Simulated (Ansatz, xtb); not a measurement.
Ranking isomers of BHSSi2

3 gas-phase structures of BHSSi2, found in a search over its isomers (lower ones may exist). Each was relaxed with GFN2-xTB:

A. a singlet given by its coordinates
B. `[SiH]B=[Si]=S`, a singlet
C. a singlet given by its coordinates

C (Å):

```xyz
5

B     0.0472   -0.3622   -0.6807
S     0.3033    1.0314    0.3959
Si   -1.8673   -0.4074   -0.3953
Si   -1.6143    1.8247   -0.6529
H     0.9114   -1.0241   -1.0987
```

Close contacts (Å): B1–S2 1.78, B1–Si3 1.94, S2–Si4 2.33, Si3–Si4 2.26, B1–H5 1.17.

A (Å):

```xyz
5

B    -1.3319    0.8333    0.8950
S     0.2990    0.5112    1.4245
Si   -1.1414   -0.8938    0.0967
Si    0.2522   -2.5509   -0.1557
H    -2.0028    1.7658    1.0896
```

Close contacts (Å): B1–S2 1.74, B1–Si3 1.91, S2–Si3 2.41, Si3–Si4 2.18, B1–H5 1.17.

Q: Which do you expect lowest at r2SCAN-D4/def2-SVP, and how would the others follow?

A: Calculated order at r2SCAN-D4/def2-SVP: C (0.0), A (20.8), B (45.1) kcal/mol.

Energies above the lowest of each column, in kcal/mol:

```json
{"structure": "C", "GFN2-xTB": "1.7", "HF/STO-3G": "0.0", "r2SCAN-D4/def2-SVP": "0.0"}
{"structure": "A", "GFN2-xTB": "0.0", "HF/STO-3G": "56.7", "r2SCAN-D4/def2-SVP": "20.8"}
{"structure": "B", "GFN2-xTB": "3.1", "HF/STO-3G": "134.8", "r2SCAN-D4/def2-SVP": "45.1"}
```

r2SCAN-D4/def2-SVP puts C lowest; GFN2-xTB picks A. Some further structures that were screened fall inside this span and aren't listed. Flexible structures stand in one conformer each, not always the lowest. Frequencies (PBE0-D3(BJ)/pcseg-1) were run for C alone.

Programs: Ansatz 0.2.0, xtb 6.7.1.
